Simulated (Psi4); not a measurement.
H3AlO3, singlet, at a GFN2-xTB geometry (such geometries of metal compounds can be far from the true shape); PBE/def2-SV(P) (Psi4).

Here is a job for Psi4.
```
memory 2 GB

molecule {
0 1
Al   -0.00000000   -0.00000000   -0.00000000
O    -1.08597176   -1.25217867    0.07815260
H    -1.93325027   -1.43797965   -0.30182312
O    -0.33424217    1.33110871   -0.93264447
H     0.10698534    2.14443421   -1.13414960
O     1.42021393   -0.07893003    0.85449188
H     1.82626493   -0.70645456    1.43597272
}

set {
  basis def2-sv(p)
  guess sadno
}

energy('pbe')
print_variables()
```

It wrote (shortened):

```
Traceback (most recent call last):
  File "psi4", line 375, in <module>
  File "<string>", line 28, in <module>
  File "site-packages/psi4/driver/driver.py", line 533, in energy
  File "site-packages/psi4/driver/procrouting/proc.py", line 2760, in run_scf
  File "site-packages/psi4/driver/procrouting/proc.py", line 1934, in scf_helper
  File "site-packages/psi4/driver/p4util/python_helpers.py", line 229, in _core_wavefunction_build
  File "site-packages/psi4/driver/p4util/python_helpers.py", line 169, in _pybuild_basis
  File "site-packages/psi4/driver/qcdb/libmintsbasisset.py", line 722, in pyconstruct
  File "site-packages/psi4/driver/qcdb/libmintsbasisset.py", line 993, in construct
  File "site-packages/psi4/driver/qcdb/libmintsbasisset.py", line 136, in __init__
  File "site-packages/psi4/driver/qcdb/libmintsbasisset.py", line 423, in constructor_basisset_center
  File "site-packages/psi4/driver/qcdb/molecule.py", line 1239, in from_arrays
  File "site-packages/psi4/driver/qcdb/molecule.py", line 1738, in from_dict
  File "site-packages/psi4/driver/qcdb/molecule.py", line 1815, in _internal_from_dict
  File "site-packages/psi4/driver/qcdb/libmintsmolecule.py", line 1570, in update_geometry
  File "site-packages/psi4/driver/qcdb/libmintsmolecule.py", line 2423, in find_point_group
  File "site-packages/psi4/driver/qcdb/libmintsmolecule.py", line 2523, in find_highest_point_group
  File "site-packages/psi4/driver/qcdb/libmintspointgrp.py", line 1530, in __init__
  File "site-packages/psi4/driver/qcdb/libmintspointgrp.py", line 1573, in constructor_bits
  File "site-packages/psi4/driver/qcdb/libmintspointgrp.py", line 1755, in bits_to_basic_name

psi4.driver.qcdb.exceptions.ValidationError: Unrecognized point group bits: 115

Printing out the relevant lines from the Psithon --> Python processed input file:
    H     1.82626493   -0.70645456    1.43597272
    """)
    core.IO.set_default_namespace("")
    core.set_global_option("BASIS", "def2-sv(p)")
    core.set_global_option("GUESS", "sadno")
--> energy('pbe')
    print_variables()

!-------------------------------------!
!                                     !
!  Unrecognized point group bits: 115 !
!                                     !
!-------------------------------------!

QcdbException: Unrecognized point group bits: 115
```

The input was rejected before any calculation.
